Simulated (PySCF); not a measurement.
All values are calculated (PySCF): σ from GIAO-PBE0/pcSseg-1, GFN2-xTB structure. One computed conformer, non-relativistic Hamiltonian, in vacuum, equivalent nuclei averaged.

Scale: ¹H (σref 31.72) and ¹³C (σref 186.93) against TMS (reference shieldings calculated alike). Shifts are as computed. Against solution values, carbons near 30 ppm lie about +3 ppm off and those near 130 ppm about +5 ppm. Of 1211 compounds with measured shifts, 218 miss one by over three times the rms of a fit or turn the order of signals round; such compounds aren't used in these exercises.

**Question.** Order these molecules by the shift of their most shielded carbon, lowest δ first.
A. O=c1cc1
B. CCC([SiH2]OC)=C(F)F
C. COC(=O)c1cnncn1
D. O=Cc1nccn1[SiH3]

**Answer.** B (18.4 ppm, methyl carbon), C (55.2 ppm, methyl carbon bonded to O), D (135.4 ppm, aromatic CH next to a ring nitrogen), A (149.6 ppm, ring carbonyl carbon).

**Question.** Order these molecules by the shift of their most shielded carbon-bound hydrogen, lowest δ first.
A. O=c1cc1
B. CCC([SiH2]OC)=C(F)F
C. O=Cc1nccn1[SiH3]
D. F[SiH2]/C=C(\[SiH3])OC[SiH3]
E. COC(=O)c1cnncn1

**Answer.** B (1.10 ppm, hydrogen on a methyl carbon), D (3.58 ppm, hydrogen on an sp3 CH2 bonded to O and Si), E (4.29 ppm, hydrogen on a methyl carbon bonded to O), C (7.35 ppm, hydrogen on an aromatic CH next to a ring nitrogen), A (9.39 ppm, hydrogen on a unsaturated ring CH).

**Question.** How many ¹³C and ¹H signals does each give (equivalence by symmetry and fast rotation, but not about amide C–N or C=N bonds)? `O=c1cc1`, `COC(=O)c1cnncn1`, `CCC([SiH2]OC)=C(F)F`, `O=Cc1nccn1[SiH3]`, `F[SiH2]/C=C(\[SiH3])OC[SiH3]`

**Answer.** O=c1cc1: 2 C, 1 H; COC(=O)c1cnncn1: 5 C, 3 H; CCC([SiH2]OC)=C(F)F: 5 C, 4 H; O=Cc1nccn1[SiH3]: 4 C, 4 H; F[SiH2]/C=C(\[SiH3])OC[SiH3]: 3 C, 5 H.
